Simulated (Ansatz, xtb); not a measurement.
## C4H7AlFN: which of two structures lies lower

Structure a is a singlet given by its coordinates and structure b is the triplet with the links of `[F][AlH][N]1C=CCC1`. Both are isolated molecules in the gas phase, relaxed with B3LYP-D3(BJ)/def2-SVP; the shapes shown needn't be the lowest conformers.

a (Å):

```json
{"atom": "C", "x (Å)": "-2.3727", "y (Å)": "-2.3198", "z (Å)": "-1.5044"}
{"atom": "C", "x (Å)": "-1.1778", "y (Å)": "-1.5093", "z (Å)": "-1.6608"}
{"atom": "C", "x (Å)": "1.1939", "y (Å)": "1.5019", "z (Å)": "-0.3978"}
{"atom": "C", "x (Å)": "0.7861", "y (Å)": "2.7643", "z (Å)": "-0.5270"}
{"atom": "Al", "x (Å)": "1.4289", "y (Å)": "0.3255", "z (Å)": "-1.9575"}
{"atom": "F", "x (Å)": "0.6216", "y (Å)": "3.6137", "z (Å)": "0.5108"}
{"atom": "N", "x (Å)": "-0.2312", "y (Å)": "-0.8627", "z (Å)": "-1.7824"}
{"atom": "H", "x (Å)": "-2.1100", "y (Å)": "-3.2893", "z (Å)": "-1.0548"}
{"atom": "H", "x (Å)": "-3.0900", "y (Å)": "-1.8008", "z (Å)": "-0.8508"}
{"atom": "H", "x (Å)": "-2.8379", "y (Å)": "-2.4912", "z (Å)": "-2.4868"}
{"atom": "H", "x (Å)": "2.5495", "y (Å)": "-0.8077", "z (Å)": "-1.8732"}
{"atom": "H", "x (Å)": "1.1145", "y (Å)": "1.0078", "z (Å)": "-3.3680"}
{"atom": "H", "x (Å)": "1.4026", "y (Å)": "1.1906", "z (Å)": "0.6363"}
{"atom": "H", "x (Å)": "0.5402", "y (Å)": "3.2644", "z (Å)": "-1.4719"}
```

Close contacts (Å): C1–C2 1.45, C2–N7 1.15, C3–C4 1.33, C3–Al5 1.97, C4–F6 1.35, Al5–N7 2.05, C1–H8 1.10, C1–H9 1.10, C1–H10 1.10, C3–H13 1.10, C4–H14 1.10, Al5–H11 1.60, Al5–H12 1.60.

b (Å):

```yaml
atoms:
  - { symbol: C, position_ang: [-1.7318, -0.7600, -0.8142] }
  - { symbol: C, position_ang: [-1.9481, -1.2880, -2.0918] }
  - { symbol: C, position_ang: [-0.9224, -0.7242, -3.0233] }
  - { symbol: C, position_ang: [-0.0972, 0.1964, -2.0939] }
  - { symbol: Al, position_ang: [-0.0349, 0.8958, 0.9761] }
  - { symbol: F, position_ang: [-1.2146, 0.0836, 1.9120] }
  - { symbol: N, position_ang: [-0.7141, 0.0887, -0.7739] }
  - { symbol: H, position_ang: [1.4422, 0.2371, 0.9941] }
  - { symbol: H, position_ang: [-2.2832, -0.9631, 0.1066] }
  - { symbol: H, position_ang: [-2.7414, -1.9836, -2.3664] }
  - { symbol: H, position_ang: [-0.3121, -1.5182, -3.4906] }
  - { symbol: H, position_ang: [-1.3904, -0.1733, -3.8592] }
  - { symbol: H, position_ang: [-0.1022, 1.2544, -2.4064] }
  - { symbol: H, position_ang: [0.9619, -0.1002, -2.0108] }
```

**Question.** Which of the two would you expect CCSD(T)/def2-SVP + ΔMP2/def2-TZVPP electronic energies to favour?

**Answer.** Structure b; the calculation gives E(b) − E(a) = −0.594 eV.

Level by level:

```tsv
level	geometry	E(b) − E(a) (eV)	departure from the last row (eV)	job, with rough time for the two
B3LYP-D3(BJ)/def2-SVP	B3LYP-D3(BJ)/def2-SVP	−0.803	−0.209	optimisation, 2.9 min
HF/def2-SVP	B3LYP-D3(BJ)/def2-SVP	−1.452	−0.858	part of the CCSD(T) run
MP2/def2-SVP	B3LYP-D3(BJ)/def2-SVP	−0.346	+0.248	part of the CCSD(T) run
CCSD(T)/def2-SVP	B3LYP-D3(BJ)/def2-SVP	−0.649	−0.055	single point
CCSD(T)/def2-SVP + ΔMP2/def2-TZVPP	B3LYP-D3(BJ)/def2-SVP	−0.594		single point, 2.3 min
```

None of the levels shown reverses the order. The largest departure from CCSD(T)/def2-SVP + ΔMP2/def2-TZVPP is that of HF/def2-SVP, 0.858 eV. At CCSD(T)/def2-SVP + ΔMP2/def2-TZVPP a singlet with the links of b lies below this triplet. Levels run at GFN2-xTB geometries aren't shown. The last row adds to CCSD(T) the change of the MP2 difference between the two basis sets, here +0.055 eV.

With thermal terms from frequencies at re-optimised GFN2-xTB minima (ideal gas, soft modes damped towards free rotors, one conformer each, 298.15 K, 1 atm): on the last row, ΔE + ΔZPE = −0.386, ΔH = −0.456, ΔG = −0.278 eV.

Open shells are spin-unrestricted. The correlated steps freeze 11 core orbitals. ΔG holds the spin degeneracy. Codes used: Ansatz 0.2.0, xtb 6.7.1; the last row on 4 threads of Arm Neoverse V1 on a shared host.
